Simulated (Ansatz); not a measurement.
**Reading a saddle point**

A first-order saddle point of BNH5Br, singlet, PBE0-D4/def2-TZVP, with one imaginary mode of 1008i cm⁻¹:

```
8
angstrom
B -0.6365 -0.5808 0.1210
Br -0.1950 1.0144 -2.0954
H -1.6921 -0.1384 0.4369
H -0.4844 -1.6365 -0.4007
H 0.5087 0.7428 -0.5948
N 0.5728 0.1371 0.5806
H 1.4459 -0.3681 0.6414
H 0.4805 0.8294 1.3111
```

Program: Ansatz 0.2.0. Basis: def2-TZVPP and def2-QZVPP. Cores are frozen in the correlated methods. Filled d shells of the heavier atoms are correlated. The def2 sets are not built for correlating such inner shells, so the correlated values are less sure here. Extrapolation: Hartree–Fock as exp(−7.88 √X), correlation as X^−2.97.

Question: Which contacts change along the imaginary mode, and what lies on either side? (Judge from chemistry; the calculation decides.)

Answer: Computed: The step is BH₂Br ([BH2][Br]) + NH₃ → BNH₄ ([BH2][NH2]) + HBr, with the molecules in contact on both sides. Shortening one way: B1–N6, Br2–H5; lengthening the same way: B1–Br2, H5–N6.
```tsv
pair	one side (Å)	saddle (Å)	other side (Å)
B1–N6	1.62	1.48	1.39
Br2–H5	2.96	1.68	1.44
B1–Br2	2.03	2.77	4.10
H5–N6	1.02	1.32	2.17
```

Question: Which side is lower, and how far does the saddle lie above each? (An estimate is asked for; the value comes from the calculation.)

Answer: Computed: The side with B1–Br2, H5–N6 short is lower by 15.98 kcal/mol; the saddle lies 31.31 kcal/mol above it and 15.33 kcal/mol above the other (CCSD(T) at an estimated basis limit (MP2 extrapolated from triple and quadruple zeta, plus CCSD(T) − MP2 in triple zeta); electronic energies).

T1 diagnostic: at most 0.010.

The step is the kind of exchange with an N–H group that builds nitride films in atomic layer and chemical vapour deposition.

Labels in which every atom is bracketed show which atoms are joined, not bond orders.

For scale, one of the runs: CCSD(T)/def2-TZVPP, 180 basis functions, launched by `ansatz run in.yaml --threads 4 --pin off --events-out ev --progress --plain --max-ram 9574MiB`. Time: 68 s of wall clock on 4 CPU threads of an AMD EPYC; the host was shared. Peak host memory: 1.8 GiB.
